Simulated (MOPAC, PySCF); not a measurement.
[Y(OH)(NH2)2], neutral singlet in the gas phase. 

Cartesian coordinates (Å):
```xyz
9

Y      0.1838    -0.0064     0.1114
O      0.1395    -1.7954     1.0776
H      0.0967    -2.6421     1.5387
N     -1.6147     1.1688    -0.1690
H     -1.6848     2.0781    -0.6450
H     -2.5732     0.9563     0.1352
N      2.0436     0.7683    -0.6829
H      2.1820     1.6517    -1.1912
H      2.9760     0.3378    -0.6419
```
Charge 0, multiplicity 1.

All levels are single points at this geometry (TPSS-D3(BJ)/def2-SVP); Pople sets use spherical d functions. Orbital energies aren't observables, and empty levels follow the basis.

PM7 in MOPAC gives gap (eV) = 9.81.

**Question.** Estimate the gap (eV) from each of these levels: B3LYP-D3(BJ)/def2-TZVP in PySCF; PBE-D3(BJ)/def2-TZVP in PySCF; TPSSh-D3(BJ)/def2-TZVP in PySCF; BP86/6-31G* (LANL2DZ on Y) in PySCF; M06-2X/6-31G* (LANL2DZ on Y) in PySCF; PBE/6-31G* (LANL2DZ on Y) in PySCF; HF/6-31G* (LANL2DZ on Y) in PySCF; PM6 in MOPAC.

**Answer.** 
```json
[
 {"level": "B3LYP-D3(BJ)/def2-TZVP in PySCF", "gap (eV)": "4.61"},
 {"level": "PBE-D3(BJ)/def2-TZVP in PySCF", "gap (eV)": "3.12"},
 {"level": "TPSSh-D3(BJ)/def2-TZVP in PySCF", "gap (eV)": "4.19"},
 {"level": "BP86/6-31G* (LANL2DZ on Y) in PySCF", "gap (eV)": "3.01"},
 {"level": "M06-2X/6-31G* (LANL2DZ on Y) in PySCF", "gap (eV)": "6.86"},
 {"level": "PBE/6-31G* (LANL2DZ on Y) in PySCF", "gap (eV)": "2.92"},
 {"level": "HF/6-31G* (LANL2DZ on Y) in PySCF", "gap (eV)": "10.71"},
 {"level": "PM6 in MOPAC", "gap (eV)": "8.10"}
]
```
